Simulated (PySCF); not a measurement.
This PySCF input asks for the NMR shieldings of `C1C(BN)([C@@H]2CCS2)C1`, C$_{6}$H$_{12}$BNS; the geometry comes from GFN2-xTB.

```python
import basis_set_exchange as bse
import numpy as np
from pyscf import gto, dft
from pyscf.prop import nmr

atoms = """
N    -1.325992   -1.901265   -0.358751
B    -1.526001   -0.612683   -0.802323
C    -0.674786    0.595817   -0.243979
C     0.685823    0.371494    0.357258
C     1.704670   -0.385443   -0.505095
C     2.229850   -1.298786    0.599808
S     0.849801   -0.873368    1.729949
C    -0.803263    1.939470   -0.936610
C    -1.476997    1.727299    0.372561
H    -0.659603   -2.130517    0.363673
H    -1.878614   -2.688720   -0.651238
H    -2.370478   -0.410827   -1.593289
H     1.098311    1.306634    0.745952
H     2.461062    0.251050   -0.965403
H     1.197670   -0.948768   -1.287992
H     2.270264   -2.360087    0.365224
H     3.177702   -0.979639    1.029872
H    -1.409706    1.991448   -1.827334
H     0.066017    2.580728   -0.966931
H    -1.073355    2.214353    1.248537
H    -2.551297    1.628754    0.387829
"""
names = dict.fromkeys(["N", "B", "C", "S", "H"], "pcSseg-1")
basis = {el: gto.basis.parse(bse.get_basis(n, elements=[el], fmt="nwchem")) for el, n in names.items()}
mol = gto.M(atom=atoms, basis=basis, charge=0, verbose=0)
mf = dft.RKS(mol, xc="PBE0")
mf.grids.level = 2
mf.grids.alignment = dft.numint.BLKSIZE   # the property module wants whole blocks of grid points
mf.conv_tol = 1e-9
mf.kernel()

calc = nmr.RKS(mf)   # GIAO
C = mf.mo_coeff
Co = C[:, mf.mo_occ > 0]
resp = mf.gen_response(singlet=True, hermi=2)
def vind(x):   # induced exchange potential for any number of trial vectors
    d = np.einsum("pi,xij,qj->xpq", C, 2 * x.reshape(-1, C.shape[1], Co.shape[1]), Co, optimize=True)
    return np.einsum("xpq,pi,qj->xij", resp(d - d.transpose(0, 2, 1)), C, Co, optimize=True).ravel()
mo1, _ = nmr.rhf.solve_mo1(calc, with_cphf=vind)
sigma = calc.kernel(mo1)
for i, s in enumerate(sigma):   # ppm
    w = np.linalg.eigvalsh((s + s.T) / 2)
    print("%2d %-2s iso %8.1f  s11 %8.1f  s22 %8.1f  s33 %8.1f" % (i, mol.atom_pure_symbol(i), w.mean(), *w))
```

**Question.** What does it print?

**Answer.** 
```
 0 N  iso    144.3  s11     43.0  s22    169.2  s33    220.8
 1 B  iso     59.0  s11     20.5  s22     51.2  s33    105.5
 2 C  iso    169.1  s11    123.0  s22    169.1  s33    215.3
 3 C  iso    127.1  s11    100.7  s22    135.2  s33    145.4
 4 C  iso    153.1  s11    125.8  s22    153.6  s33    179.8
 5 C  iso    162.7  s11    148.3  s22    158.2  s33    181.5
 6 S  iso    483.2  s11    260.0  s22    352.2  s33    837.5
 7 C  iso    170.4  s11    130.8  s22    176.7  s33    203.6
 8 C  iso    175.8  s11    144.0  s22    178.4  s33    204.9
 9 H  iso     24.1  s11     14.9  s22     25.3  s33     32.0
10 H  iso     27.1  s11     23.0  s22     23.7  s33     34.5
11 H  iso     27.4  s11     25.3  s22     26.4  s33     30.6
12 H  iso     28.5  s11     23.1  s22     30.2  s33     32.2
13 H  iso     29.1  s11     24.7  s22     27.2  s33     35.4
14 H  iso     28.4  s11     26.1  s22     28.4  s33     30.7
15 H  iso     28.9  s11     24.4  s22     26.7  s33     35.6
16 H  iso     28.3  s11     24.3  s22     26.0  s33     34.6
17 H  iso     31.1  s11     25.3  s22     27.1  s33     41.0
18 H  iso     31.5  s11     25.8  s22     29.3  s33     39.4
19 H  iso     31.4  s11     25.7  s22     28.8  s33     39.7
20 H  iso     31.2  s11     25.3  s22     27.4  s33     41.1
```

These numbers come from an equivalent density-fitted implementation of the same equations, which agrees with the script to about 0.01 ppm for H and up to a few tenths of a ppm for heavy atoms, so last digits may differ.

Size and cost of the density-fitted run: 220 basis functions, 43 s wall time on 1 thread of an Arm Neoverse V1, shared host; peak memory 0.9 GiB.
